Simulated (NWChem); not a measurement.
Atomisation of F₂Si

```
Si
F 1 1.6448
F 1 1.6448 2 100.66
```
Charge 0, spin multiplicity 1.

Everything below was run with NWChem. All single points use one geometry, from PBE/def2-SVP, a minimum by its harmonic frequencies.

Basis set: def2-TZVP. The atomisation energy is electronic alone: no zero-point, thermal, spin-orbit or counterpoise terms. No value is extrapolated to the basis-set limit. Free atoms are single determinants with multiplicities Si 3, F 2.

B3LYP has NWChem's definition, with VWN1-RPA local correlation. The structure started from a generated list of species. The stability of the SCF solutions was not checked. Open-shell Hartree-Fock references start from PBE0 orbitals.

Q: Order these methods by the atomisation energy they give, lowest first: HF, PBE, B3LYP, PBE0, TPSS.

A: HF (208.0 kcal/mol), PBE0 (286.3 kcal/mol), B3LYP (290.8 kcal/mol), TPSS (292.4 kcal/mol), PBE (300.5 kcal/mol)
